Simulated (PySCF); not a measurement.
Compound: C₅H₁₁NSi.
Bonds: C1–C2, C2–C3 (triple), C3–C4, C4–N5, N5–C6, N5–Si7. Hydrogens: H8, H9, H10 on C1; H11, H12 on C4; H13, H14, H15 on C6; H16, H17, H18 on Si7.

The same species was optimised twice, with GFN2-xTB and with PBE0-D3(BJ)/def2-SVP (PySCF), and the same property calculations (PySCF, gas phase) were run on both structures.

| coordinate | GFN2-xTB | PBE0-D3(BJ)/def2-SVP | change |
| --- | --- | --- | --- |
| N5–Si7 (Å) | 1.720 | 1.741 | +0.021 |
| C3–C4 (Å) | 1.456 | 1.470 | +0.014 |
| C2≡C3 (Å) | 1.199 | 1.213 | +0.014 |
| C1–C2 (Å) | 1.448 | 1.454 | +0.006 |
| N5–C6 (Å) | 1.442 | 1.444 | +0.002 |
| C4–N5 (Å) | 1.449 | 1.449 | 0.000 |
| C2–C3–C4 (°) | 175.6 | 178.2 | +2.6 |
| C1–C2–C3 (°) | 177.7 | 179.6 | +1.9 |
| C4–N5–C6 (°) | 112.6 | 114.4 | +1.8 |
| C3–C4–N5 (°) | 113.2 | 114.7 | +1.5 |
| C6–N5–Si7 (°) | 121.0 | 120.3 | -0.7 |
| C4–N5–Si7 (°) | 120.5 | 120.0 | -0.5 |
| C3–C4–N5–C6 (°) | 71 | 69 | -2 |

Rotational constants: A = 3606, B = 1065, C = 978.1 MHz (GFN2-xTB) against A = 3664, B = 1012, C = 934.5 MHz (PBE0-D3(BJ)/def2-SVP). Point groups within 0.08 Å: C1 and C1.

On the GFN2-xTB structure: HOMO (eV) -6.45 [PBE0/pcSseg-1]; LUMO (eV) 0.67 [PBE0/pcSseg-1]; dipole (D) 1.16 [PBE0/pcSseg-1]; GIAO shielding of C1 (ppm) 182.3 [PBE0/pcSseg-1]; GIAO shielding of C2 (ppm) 100.4 [PBE0/pcSseg-1]; GIAO shielding of C3 (ppm) 103.6 [PBE0/pcSseg-1]; GIAO shielding of C4 (ppm) 141.0 [PBE0/pcSseg-1]; GIAO shielding of N5 (ppm) 244.7 [PBE0/pcSseg-1]; GIAO shielding of C6 (ppm) 147.5 [PBE0/pcSseg-1]; GIAO shielding of Si7 (ppm) 395.9 [PBE0/pcSseg-1].

What do these properties become on the PBE0-D3(BJ)/def2-SVP structure?

```
                                    property          level  on GFN2-xTB  on PBE0-D3(BJ)/def2-SVP  change
                                   HOMO (eV)  PBE0/pcSseg-1        -6.45                    -6.52   -0.07
                                   LUMO (eV)  PBE0/pcSseg-1         0.67                     0.62   -0.05
                                  dipole (D)  PBE0/pcSseg-1         1.16                     1.19   +0.03
energy, GFN2-xTB geometry as zero (kcal/mol)  PBE0/pcSseg-1          0.0                     -1.3    -1.3
                  GIAO shielding of C1 (ppm)  PBE0/pcSseg-1        182.3                    179.9    -2.4
                  GIAO shielding of C2 (ppm)  PBE0/pcSseg-1        100.4                     99.2    -1.2
                  GIAO shielding of C3 (ppm)  PBE0/pcSseg-1        103.6                    102.3    -1.3
                  GIAO shielding of C4 (ppm)  PBE0/pcSseg-1        141.0                    139.8    -1.2
                  GIAO shielding of N5 (ppm)  PBE0/pcSseg-1        244.7                    245.3    +0.6
                  GIAO shielding of C6 (ppm)  PBE0/pcSseg-1        147.5                    146.5    -1.0
                 GIAO shielding of Si7 (ppm)  PBE0/pcSseg-1        395.9                    393.9    -2.0
```

The heavy atoms differ by 0.058 Å rms after alignment. Among bonds between heavy atoms N5–Si7 changes most (+0.021 Å). Changes are differences of the printed values. Neither structure is proved a minimum here.

The values belong to the conformer `[CH3:1][C:2]#[C:3][CH2:4][N:5]([CH3:6])[SiH3:7]`: C3–C4–N5–C6 69°.
